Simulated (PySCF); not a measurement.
## Boron: a sound run and one with changed settings

Sound run: B⁺ [He] 2s2, B²⁺ [He] 2s1. Calculation: PySCF 2.14, in 6-31G* (3s2p1d, 14 functions); the non-relativistic Hamiltonian (point nucleus). The sound run starts from symmetry-adapted Hartree-Fock orbitals and uses a fine grid where one is needed.

Changed run: radial step 0.5 in ln r (0.13 in the sound run). This setting is unsound on purpose.

```
species  method  sound run (hartree)  changed run (hartree)  converged
     B⁺     UHF            -24.23404              -24.23404        yes
     B⁺   B3LYP            -24.33988              -24.34109        yes
     B⁺     LDA            -24.03248              -24.03379        yes
    B²⁺     UHF            -23.37174              -23.37174        yes
    B²⁺   B3LYP            -23.42929              -23.42884        yes
    B²⁺     LDA            -23.12968              -23.13069        yes
```

Ionisation energy of B⁺:

```json
{"method": "UHF", "sound run (eV)": "23.465", "changed run (eV)": "23.465"}
{"method": "B3LYP", "sound run (eV)": "24.779", "changed run (eV)": "24.824"}
{"method": "LDA", "sound run (eV)": "24.566", "changed run (eV)": "24.575"}
```

A coarse radial grid mis-integrates the density and the exchange-correlation energy, with errors of either sign; Hartree-Fock needs no grid.

For comparison, NIST gives 25.155 eV between the lowest levels.
